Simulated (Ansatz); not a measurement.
Consider the redistribution: `[CH3][Cd][CH3]` + `[OH][SbH2]` → `[CH3][Cd][OH]` + `[CH3][SbH2]`.

Gas-phase electronic energies from Ansatz, PBE0-D4/def2-TZVP geometries. CCSD(T)/CBS is the MP2 limit (def2-TZVPP, def2-QZVPP) plus CCSD(T) − MP2 in def2-TZVPP, frozen cores. DFT in def2-TZVPP. B3LYP here is the variant with VWN-RPA as its local correlation; programs differ in this. Elements past krypton have def2 core potentials. For Cd, Sb outer-core shells are correlated without core-valence functions, which leaves a few kJ/mol of doubt a bond. Each species was taken in one conformer, which may not be the lowest.

```tsv
level	ΔE (eV)
B3LYP-D4	-0.21
CAM-B3LYP-D4	-0.20
ωB97M-V	-0.19
BLYP	-0.19
B3LYP	-0.20
LC-ωPBE	-0.22
HF/def2-SVP	-0.35
MP2/def2-TZVPP	-0.22
```

(1) What does CCSD(T)/CBS give? (An estimate is asked.)

Largest T1 diagnostic among the species: 0.014.

Results:

(1) The calculation gave: -0.24 eV. The listed levels differ from it by 0.03, 0.04, 0.05, 0.05, 0.04, 0.02, -0.11, 0.02 eV.

At CCSD(T), def2-SVP lies −0.06 eV from the extrapolated value and def2-TZVPP +0.02 eV. Leaving LDA and LC-ωPBE aside and taking each functional with its dispersion term where it has one, the values, not all of them listed here, spread over 0.06 eV, from PBE-QIDH to B97M-V.
